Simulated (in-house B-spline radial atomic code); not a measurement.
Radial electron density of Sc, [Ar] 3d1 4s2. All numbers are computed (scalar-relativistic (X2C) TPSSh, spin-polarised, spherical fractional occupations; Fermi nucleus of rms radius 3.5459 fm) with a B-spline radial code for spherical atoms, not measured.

Caution: exact exchange at fractional occupations of open shells leaves self-interaction of up to several eV.

Columns: r (bohr), 4πr²n(r) (electrons per bohr), bar.

```
 0.00263   0.5799 #
 0.00322   0.8333 #
 0.00394     1.19 ##
 0.00483    1.695 ###
 0.00592    2.395 ####
 0.00725    3.346 ######
 0.00889    4.631 ########
  0.0109    6.315 ###########
  0.0133    8.401 ##############
  0.0163       11 ##################
    0.02    14.05 ########################
  0.0245    17.31 #############################
    0.03     20.5 ##################################
  0.0368    23.15 #######################################
  0.0451    24.67 #########################################
  0.0552    24.68 #########################################
  0.0677    23.14 #######################################
  0.0829    20.72 ###################################
   0.102    18.65 ###############################
   0.124    18.39 ###############################
   0.152    20.46 ##################################
   0.187    23.97 ########################################
   0.229    26.27 ############################################
    0.28    25.07 ##########################################
   0.343    19.93 #################################
   0.421    13.07 ######################
   0.515    8.145 ##############
   0.631    6.929 ############
   0.773    8.194 ##############
   0.948    8.982 ###############
    1.16    7.707 #############
    1.42    5.133 #########
    1.74    2.748 #####
    2.13    1.417 ##
    2.61   0.9508 ##
     3.2   0.7978 #
    3.92   0.6163 #
    4.81   0.3597 #
    5.89   0.1506 
    7.22  0.04517 
    8.84 0.009206 
    10.8 0.001191 
    13.3 7.992e-05
```

On this grid the curve has 3 maxima, near 0.0552, 0.229, 0.948 bohr.

The 4s down radial function P(r) = rR(r), positive near the nucleus:

```tsv
r (bohr)	P
0.000952	0.00554
0.00143	0.008078
0.00215	0.01174
0.00322	0.01688
0.00483	0.02405
0.00725	0.03373
0.0109	0.04613
0.0163	0.06028
0.0245	0.07374
0.0368	0.07982
0.0552	0.06743
0.0829	0.02383
0.124	-0.05134
0.187	-0.1273
0.28	-0.1258
0.421	0.009564
0.631	0.1963
0.948	0.2104
1.42	-0.05833
2.13	-0.4103
3.2	-0.5664
4.81	-0.4127
7.22	-0.1512
10.8	-0.02536
```
